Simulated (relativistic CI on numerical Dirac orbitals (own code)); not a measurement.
# Radial parameters of Sm XXII

Computed by Dirac-Coulomb-Breit CI, separate exchange-only KLI orbitals for each configuration, QED by a radiative potential, unscaled Slater integrals (own radial code, finite nucleus).

Slater integrals F^k, G^k are unscaled and averaged over j, outside the closed core [Ar] 3d10; ζ comes from projecting the Hamiltonian with its Breit term on Σ l·s of the shell.

- 4s2 4p6 4d5: F^2(4d,4d) = 172690, F^4(4d,4d) = 117190, ζ(4d) = 19862 cm⁻¹; <r>(4d) = 0.5857, <r^2>(4d) = 0.392 (bohr units).
- 4s2 4p5 4d6: ζ(4p) = 169700, F^2(4d,4d) = 172680, F^4(4d,4d) = 117180, F^2(4p,4d) = 176360, G^1(4p,4d) = 221750, G^3(4p,4d) = 141000, ζ(4d) = 19787 cm⁻¹; <r>(4p) = 0.5671, <r^2>(4p) = 0.3635, <r>(4d) = 0.5857, <r^2>(4d) = 0.392 (bohr units).
- 4s2 4p6 4d4 4f: F^2(4d,4d) = 172640, F^4(4d,4d) = 117150, ζ(4d) = 19871, F^2(4d,4f) = 170380, F^4(4d,4f) = 111590, G^1(4d,4f) = 188130, G^3(4d,4f) = 125880, G^5(4d,4f) = 91390, ζ(4f) = 2434.8 cm⁻¹; <r>(4d) = 0.586, <r^2>(4d) = 0.3924, <r>(4f) = 0.5836, <r^2>(4f) = 0.39 (bohr units).

Problem. Give the Racah parameters of the d shell in 4s2 4p6 4d5.

Solution. B = F²/49 − 5F⁴/441 = 2196 cm⁻¹ and C = 35F⁴/441 = 9301 cm⁻¹.

Averages of the first 9 configurations, taken without configuration mixing, which lowers the lowest level and can move excited configurations by several eV; other configurations of the list can lie among them:

| Configuration | Parity | States | Average energy above the lowest level (eV) |
| --- | --- | --- | --- |
| 4s2 4p6 4d5 | even | 252 | 17.6 |
| 4s2 4p5 4d6 | odd | 1260 | 152.5 |
| 4s2 4p6 4d4 4f | odd | 2940 | 159.4 |
| 4s 4p6 4d5 4f | odd | 7056 | 390.4 |
| 4p6 4d7 | even | 120 | 486.2 |
| 4p5 4d8 | odd | 270 | 618.7 |
| 4s2 4p6 4d3 5s2 | even | 120 | 436.4 |
| 4s2 4p6 4d2 4f 5s2 | odd | 630 | 579.1 |
| 4s 4p6 4d3 4f 5s2 | odd | 3360 | 811.2 |
